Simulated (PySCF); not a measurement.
ZrH4, SMILES [ZrH4], multiplicity 1. Coordinates come from a r2SCAN-D4/def2-TZVPD optimisation. The spin state was assumed, not searched. The def2 effective core potentials stand for the cores of Zr; spin–orbit coupling is left out.

Give the equilibrium geometry at r2SCAN-D4/def2-TZVPD (PySCF confirms it by a frequency run) as a Z-matrix, and its point group. (The exact figures need the calculation; the answer reports its results.)

point group Td.
```
Zr
H 1 1.8470
H 1 1.8470 2 109.47
H 1 1.8470 2 109.47 3 -120.00
H 1 1.8470 2 109.47 4 -120.00
```
